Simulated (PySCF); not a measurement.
**ECD: `CO[C@@H]1C[C@H]1Br`, C4H7BrO**

Molfile (atoms numbered from 1):
```
C4H7BrO
     RDKit          3D

 13 13  0  0  0  0  0  0  0  0999 V2000
    1.9439    0.5460    0.0075 C   0  0  0  0  0  0  0  0  0  0  0  0
    0.9975   -0.3708   -0.5003 O   0  0  0  0  0  0  0  0  0  0  0  0
   -0.1211   -0.5045    0.3057 C   0  0  2  0  0  0  0  0  0  0  0  0
   -1.3818   -0.9982   -0.3319 C   0  0  0  0  0  0  0  0  0  0  0  0
   -1.2786    0.4328    0.0982 C   0  0  1  0  0  0  0  0  0  0  0  0
   -2.2825    1.0305    1.6243 Br  0  0  0  0  0  0  0  0  0  0  0  0
    1.5228    1.5544    0.0834 H   0  0  0  0  0  0  0  0  0  0  0  0
    2.7734    0.5498   -0.6955 H   0  0  0  0  0  0  0  0  0  0  0  0
    2.3007    0.2345    0.9956 H   0  0  0  0  0  0  0  0  0  0  0  0
    0.0954   -0.8132    1.3285 H   0  0  0  0  0  0  0  0  0  0  0  0
   -2.0075   -1.6706    0.2350 H   0  0  0  0  0  0  0  0  0  0  0  0
   -1.3579   -1.1949   -1.3927 H   0  0  0  0  0  0  0  0  0  0  0  0
   -1.2085    1.2049   -0.6541 H   0  0  0  0  0  0  0  0  0  0  0  0
  1  2  1  0
  2  3  1  0
  3  4  1  0
  4  5  1  0
  5  6  1  0
  5  3  1  0
  1  7  1  0
  1  8  1  0
  1  9  1  0
  3 10  1  1
  4 11  1  0
  4 12  1  0
  5 13  1  6
M  END
```

Theory: TDDFT wB97X-D/aug-cc-pVDZ circular dichroism and optical rotation, one conformer, gas phase (PySCF). Geometry: GFN2-xTB.

The molecule is flexible and this is one conformer; a measurement averages over conformers. The calculation is non-relativistic, which matters for the atoms heavier than Zn.

(1) Assign R or S to each stereocentre.

(2) Which excitations and rotatory strengths does the calculation give?

Results:

(1) C3 R, C5 R.

(2) Rotatory strengths R in 10⁻⁴⁰ esu² cm², velocity form and length form (origin at the centre of mass); f in length form.
```tsv
state	E (eV)	λ (nm)	f	R (velocity)	R (length)	main
1	5.78	214	0.004	-3.3	-3.5	HOMO→LUMO+3 0.71
2	6.28	197	0.004	-3.5	-3.6	HOMO−1→LUMO+3 0.78
3	6.80	182	0.025	-22.6	-22.6	HOMO→LUMO 0.64, HOMO→LUMO+4 0.10
4	7.02	177	0.014	+2.0	+2.1	HOMO→LUMO+1 0.62
5	7.23	171	0.042	+4.8	+5.0	HOMO→LUMO+2 0.36, HOMO−2→LUMO 0.16
6	7.35	169	0.008	-16.9	-16.2	HOMO→LUMO+2 0.35, HOMO→LUMO+4 0.28
7	7.43	167	0.017	+1.1	+1.4	HOMO−2→LUMO+3 0.45, HOMO→LUMO+3 0.09
8	7.45	166	0.055	-1.9	-2.3	HOMO−1→LUMO 0.32, HOMO−1→LUMO+4 0.26
9	7.76	160	0.022	+4.6	+4.8	HOMO−1→LUMO+1 0.40, HOMO−1→LUMO+2 0.15
10	7.95	156	0.0001	+3.4	+3.1	HOMO→LUMO+6 0.35, HOMO→LUMO+5 0.19
11	7.98	155	0.058	+35.0	+35.6	HOMO−3→LUMO+3 0.24, HOMO−1→LUMO+1 0.18
12	8.01	155	0.006	+7.2	+6.7	HOMO→LUMO+5 0.26, HOMO→LUMO+9 0.15
13	8.10	153	0.018	-3.7	-3.9	HOMO−1→LUMO+2 0.46, HOMO−1→LUMO+1 0.13
14	8.14	152	0.028	+3.2	+3.2	HOMO→LUMO+7 0.30, HOMO−2→LUMO+1 0.21
15	8.21	151	0.012	+20.1	+20.3	HOMO−2→LUMO 0.13, HOMO−3→LUMO+3 0.10
16	8.27	150	0.007	+2.7	+2.5	HOMO→LUMO+8 0.14, HOMO→LUMO+6 0.12
```

Among the states computed, the strongest CD band (largest |R|) is state 11. The largest dissymmetry factor in size, g = 4R/(D+G), with D and G the electric and magnetic dipole strengths, is +0.22 for state 10 (velocity form, f = 0.0002), among bands with |R| over 0.5. The mirror image has the same energies and oscillator strengths and all R with the opposite sign.
